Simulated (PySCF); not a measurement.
Hg(Br)2 anion (Br2Hg), SMILES [Br][Hg][Br] (connectivity only; charge and spin as stated), charge -1, multiplicity 2.

Geometry: B3LYP-D3(BJ)/def2-SVPD. The multiplicity is an assumed one; no other spin state was optimised. The isomer is the one that the SMILES or the coordinates give; other isomers of the formula were not compared. The def2 effective core potentials stand for the cores of Hg; spin–orbit coupling is left out.

Two levels are set side by side: PBE/def2-TZVPD (PySCF) and ωB97X/def2-TZVPD (PySCF). Same geometry, gas phase. Differences are taken from unrounded values.

```
quantity                     ωB97X
---------------------------  -----
α-spin orbital gap (eV)       7.95
β-spin orbital gap (eV)       7.72
mean polarisability (bohr³)  133.2
```

What does PBE give, and how far is it from ωB97X? (The exact figures need the calculation; the answer reports its results.)


| quantity | PBE | PBE minus ωB97X |
|---|---|---|
| α-spin orbital gap (eV) | 3.20 | -4.75 |
| β-spin orbital gap (eV) | 1.94 | -5.78 |
| mean polarisability (bohr³) | 137.1 | 3.9 |

Rough cost on one machine, each run with all the roots and properties that it gave: ωB97X against PBE within a factor of 2.
